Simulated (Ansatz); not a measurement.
Geometry optimisation, RKS BHLYP/def2-SVP (Ansatz).

input.yaml

```yaml
crystal:
  periodic: [false, false, false]
  atoms:
    - { symbol: W, position_ang: [0.03564, 0.371084, -0.390954] }
    - { symbol: O, position_ang: [0.446625, -0.442934, 2.599006] }
    - { symbol: H, position_ang: [-0.444242, -0.570453, 2.927368] }
    - { symbol: H, position_ang: [1.528345, -0.141634, 0.120953] }
    - { symbol: F, position_ang: [-0.413185, 1.751353, -1.533335] }
    - { symbol: F, position_ang: [-1.491456, 0.652217, 0.621511] }
    - { symbol: F, position_ang: [-0.446951, -1.388101, -0.155801] }
    - { symbol: F, position_ang: [0.73006, -0.281921, -1.972325] }
    - { symbol: Cl, position_ang: [1.023936, 2.098401, 0.894164] }
    - { symbol: H, position_ang: [0.678727, 0.469788, 2.860913] }
basis:
  gaussian: { orbitals: def2-SVP }
hamiltonian:
  xc: { name: BHLYP }
relax:
  f_tol: 0.03
  max_steps: 50
output:
  orbitals: {}
```

Run as:

```bash
$ ansatz run input.yaml --threads 4 --pin off --max-ram 5120MiB --backend cpu --events-out ev --progress --plain --runs-dir out
```

Where does it end, and by what steps?

It converged. The force dipped under the threshold on the way, but the program's further checks kept it going. After 12 steps the energy has fallen by 0.481 eV; O2 moved furthest, 0.57 Å. Joined: W1–O2 (3.13 → 2.27 Å).

```json
{"step": "0", "energy less start (eV)": "0.0000", "largest force component (eV/Å)": "1.048", "accepted": "yes"}
{"step": "1", "energy less start (eV)": "-0.0770", "largest force component (eV/Å)": "1.294", "accepted": "yes"}
{"step": "2", "energy less start (eV)": "-0.2346", "largest force component (eV/Å)": "1.234", "accepted": "yes"}
{"step": "3", "energy less start (eV)": "-0.4014", "largest force component (eV/Å)": "0.900", "accepted": "yes"}
{"step": "4", "energy less start (eV)": "-0.4198", "largest force component (eV/Å)": "1.021", "accepted": "yes"}
{"step": "5", "energy less start (eV)": "-0.4620", "largest force component (eV/Å)": "0.274", "accepted": "yes"}
{"step": "6", "energy less start (eV)": "-0.4712", "largest force component (eV/Å)": "0.171", "accepted": "yes"}
{"step": "7", "energy less start (eV)": "-0.4745", "largest force component (eV/Å)": "0.445", "accepted": "yes"}
{"step": "8", "energy less start (eV)": "-0.4789", "largest force component (eV/Å)": "0.132", "accepted": "yes"}
{"step": "9", "energy less start (eV)": "-0.4788", "largest force component (eV/Å)": "0.157", "accepted": "no"}
{"step": "10", "energy less start (eV)": "-0.4807", "largest force component (eV/Å)": "0.027", "accepted": "yes"}
{"step": "11", "energy less start (eV)": "-0.4811", "largest force component (eV/Å)": "0.062", "accepted": "yes"}
{"step": "12", "energy less start (eV)": "-0.4813", "largest force component (eV/Å)": "0.025", "accepted": "yes"}
```

```xyz
10
Properties=species:S:1:pos:R:3
W 0.070 0.314 -0.110
O 0.310 -0.336 2.057
H -0.566 -0.280 2.457
H 1.620 -0.112 0.319
F -0.539 1.577 -1.312
F -1.542 0.633 0.827
F -0.507 -1.441 -0.043
F 0.871 -0.287 -1.674
Cl 1.041 2.209 0.888
H 0.890 0.241 2.562
```

Whether the end is a true minimum wasn't checked by a vibrational analysis.

Run time: 38 s on 4 threads of Arm Neoverse V2, on a shared host, peak memory 0.4 GiB.
